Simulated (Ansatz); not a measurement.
`ClC1([TeH])CC1` and `ClC1(Cl)CC1` differ in one atom or group.

Ansatz, PBE0-D4/def2-TZVP geometries, multiplicity 1. 

Elements past krypton have def2 core potentials.

| property | `ClC1([TeH])CC1` |
| --- | --- |
| HOMO–LUMO gap (PBE0/def2-TZVPP) / eV | 5.38 |
| HOMO–LUMO gap (PBE/def2-TZVPP) / eV | 3.49 |
| size of the dipole moment (B3LYP/def2-TZVPP) / D | 1.71 |
| HOMO energy (PBE0/def2-TZVPP) / eV | -6.38 |
| LUMO energy (ωB97M-V/def2-TZVPP) / eV | 0.85 |
| LUMO energy (B3LYP/def2-TZVPP) / eV | -1.23 |

Problem. Give the same properties after the change, and the shifts. (Estimate.)

Solution. The calculation gave: 
```csv
property,`ClC1(Cl)CC1`,shift
HOMO–LUMO gap (PBE0/def2-TZVPP) / eV,8.12,2.74
HOMO–LUMO gap (PBE/def2-TZVPP) / eV,5.66,2.17
size of the dipole moment (B3LYP/def2-TZVPP) / D,2.09,0.38
HOMO energy (PBE0/def2-TZVPP) / eV,-7.87,-1.49
LUMO energy (ωB97M-V/def2-TZVPP) / eV,2.48,1.63
LUMO energy (B3LYP/def2-TZVPP) / eV,-0.03,1.20
```

With PBE0 the HOMO falls by 1.49 eV and the LUMO rises by 1.25 eV, so the gap widens by about 2.74 eV. PBE moves the HOMO by -1.23 eV and ωB97M-V by -1.61 eV. The zero-point energy changes by -15.0 kJ/mol with -3 modes. Dipoles are sizes alone; their direction can turn.

B3LYP here is the variant with VWN-RPA as its local correlation; programs differ in this.

Spin–orbit coupling is left out; it splits and shifts lone-pair levels of the heavy atoms by tenths of an eV.
